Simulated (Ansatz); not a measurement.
Al₆Ir⁺. The state is a singlet with charge 1. Geometry PBE-D4/def2-SVP; atoms count from 1.

```xyz
7

Ir   -0.5674   -1.1321    0.4407
Al   -0.4062    1.1322   -0.5964
Al    0.7538    0.3976    1.9607
Al   -1.3622   -1.0949   -1.8854
Al    1.2479   -1.1575   -1.3145
Al    2.2305    1.3223   -0.2738
Al   -1.8962    0.5324    1.6687
```

In the def2 sets Ir takes a core potential; there is no spin–orbit coupling. The restricted singlet is unstable towards broken spin symmetry in Hartree–Fock (as tested in another run); at PBE0-D4/def2-TZVP this wasn't settled. Another isomer (singlet) lies 0.21 eV lower at PBE0-D4/def2-TZVP; other spin states weren't run for this one.

Estimate the Mulliken populations from the PBE0/def2-TZVP orbitals of Ansatz.


```json
{"atom": "Ir1", "charge (e)": "0.32", "d electrons": "7.90"}
{"atom": "Al2", "charge (e)": "-0.04", "d electrons": "–"}
{"atom": "Al3", "charge (e)": "0.07", "d electrons": "–"}
{"atom": "Al4", "charge (e)": "0.14", "d electrons": "–"}
{"atom": "Al5", "charge (e)": "0.08", "d electrons": "–"}
{"atom": "Al6", "charge (e)": "0.28", "d electrons": "–"}
{"atom": "Al7", "charge (e)": "0.14", "d electrons": "–"}
```
Mulliken values depend strongly on the basis.

And the Mayer bond orders between heavy atoms (over 0.3)?

Ir1–Al2 0.75 (2.50 Å); Ir1–Al3 0.58 (2.53 Å); Ir1–Al4 0.74 (2.46 Å); Ir1–Al5 0.58 (2.53 Å); Ir1–Al7 0.74 (2.46 Å); Al2–Al3 0.31 (2.90 Å); Al2–Al4 0.47 (2.75 Å); Al2–Al5 0.31 (2.91 Å); Al2–Al6 0.60 (2.66 Å); Al2–Al7 0.44 (2.78 Å); Al3–Al6 0.47 (2.83 Å); Al3–Al7 0.54 (2.67 Å); Al4–Al5 0.54 (2.67 Å); Al5–Al6 0.46 (2.86 Å).
